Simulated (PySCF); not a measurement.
Deuteron quadrupole couplings in `C[P@](=O)(CCP)CCC#N`

Compound: C₆H₁₃NOP₂.
Geometry (GFN2-xTB, Å), atoms numbered from 1 in this order:
```xyz
23
C6H13NOP2 angstrom
C     -1.2668    1.7884    0.8921
P     -0.4404    0.1750    0.6472
O     -0.7710   -0.8265    1.6690
C      1.3597    0.5708    0.5540
C      2.1613   -0.7131    0.7080
P      3.9903   -0.3517    0.7975
C     -0.8749   -0.4105   -1.0558
C     -2.2629   -1.0503   -1.0177
C     -3.2901   -0.0436   -1.0288
N     -4.0883    0.7746   -1.0588
H     -2.3444    1.6452    0.8474
H     -1.0028    2.1347    1.8900
H     -0.9606    2.5193    0.1506
H      1.5914    1.0813   -0.3824
H      1.5839    1.2525    1.3799
H      1.8626   -1.2026    1.6399
H      1.9564   -1.4036   -0.1140
H      4.1463   -0.1169   -0.5698
H      4.3845   -1.6812    0.6652
H     -0.1361   -1.1687   -1.3285
H     -0.8266    0.4023   -1.7803
H     -2.4202   -1.7127   -1.8745
H     -2.3560   -1.6355   -0.0956
```

Level: PBE0/pcSseg-1 (PySCF, non-relativistic); Q(2H) = 0.00286 b; rigid geometry, the same for H and D, with no vibrational averaging.

**Question.** Rank these positions by the coupling χzz of a deuteron there, largest first.
A. H12 (methyl hydrogen)
B. H23 (methylene hydrogen)
C. H17 (methylene hydrogen)
D. H19 (P–H hydrogen)
E. H22 (methylene hydrogen)
F. H13 (methyl hydrogen)

**Answer.** F (216 kHz), A (211 kHz), C (205 kHz), E (199 kHz), B (189 kHz), D (136 kHz).

**Question.** What are Vzz, η and χzz (234.96 MHz × Q × Vzz) at all hydrogens?

**Answer.** 
```json
{"atom": "H11", "bonded to": "C1", "bond length (Å)": "1.088", "Vzz (au)": "0.3079", "η": "0.02", "χzz (kHz)": "207"}
{"atom": "H12", "bonded to": "C1", "bond length (Å)": "1.089", "Vzz (au)": "0.3135", "η": "0.02", "χzz (kHz)": "211"}
{"atom": "H13", "bonded to": "C1", "bond length (Å)": "1.085", "Vzz (au)": "0.3209", "η": "0.01", "χzz (kHz)": "216"}
{"atom": "H14", "bonded to": "C4", "bond length (Å)": "1.091", "Vzz (au)": "0.3070", "η": "0.02", "χzz (kHz)": "206"}
{"atom": "H15", "bonded to": "C4", "bond length (Å)": "1.094", "Vzz (au)": "0.2993", "η": "0.03", "χzz (kHz)": "201"}
{"atom": "H16", "bonded to": "C5", "bond length (Å)": "1.094", "Vzz (au)": "0.2944", "η": "0.03", "χzz (kHz)": "198"}
{"atom": "H17", "bonded to": "C5", "bond length (Å)": "1.093", "Vzz (au)": "0.3046", "η": "0.05", "χzz (kHz)": "205"}
{"atom": "H18", "bonded to": "P6", "bond length (Å)": "1.396", "Vzz (au)": "0.1995", "η": "0.09", "χzz (kHz)": "134"}
{"atom": "H19", "bonded to": "P6", "bond length (Å)": "1.393", "Vzz (au)": "0.2024", "η": "0.07", "χzz (kHz)": "136"}
{"atom": "H20", "bonded to": "C7", "bond length (Å)": "1.093", "Vzz (au)": "0.3022", "η": "0.04", "χzz (kHz)": "203"}
{"atom": "H21", "bonded to": "C7", "bond length (Å)": "1.090", "Vzz (au)": "0.3066", "η": "0.04", "χzz (kHz)": "206"}
{"atom": "H22", "bonded to": "C8", "bond length (Å)": "1.094", "Vzz (au)": "0.2961", "η": "0.05", "χzz (kHz)": "199"}
{"atom": "H23", "bonded to": "C8", "bond length (Å)": "1.096", "Vzz (au)": "0.2808", "η": "0.03", "χzz (kHz)": "189"}
```

**Question.** Average by the element that carries the hydrogen.

**Answer.** on C: 204 kHz over 11 positions, mean bond length 1.092 Å; on P: 135 kHz over 2 positions, mean bond length 1.395 Å.

**Question.** How does χzz go with the bond length over the 11 C–H bonds?

**Answer.** A straight-line fit has a slope of -19.6 kHz for each 0.01 Å, with a correlation coefficient of -0.91, over lengths from 1.085 to 1.096 Å. The longer bonds have the smaller couplings here.

One conformer (not necessarily the lowest) at the GFN2-xTB geometry, without solvent, vibrations or thermal averaging. GFN2-xTB bond lengths can be off by several hundredths of an ångström, more for odd bonds, and the gradients follow them. The basis is small and wasn't made for field gradients, so the couplings can be 20 % off.
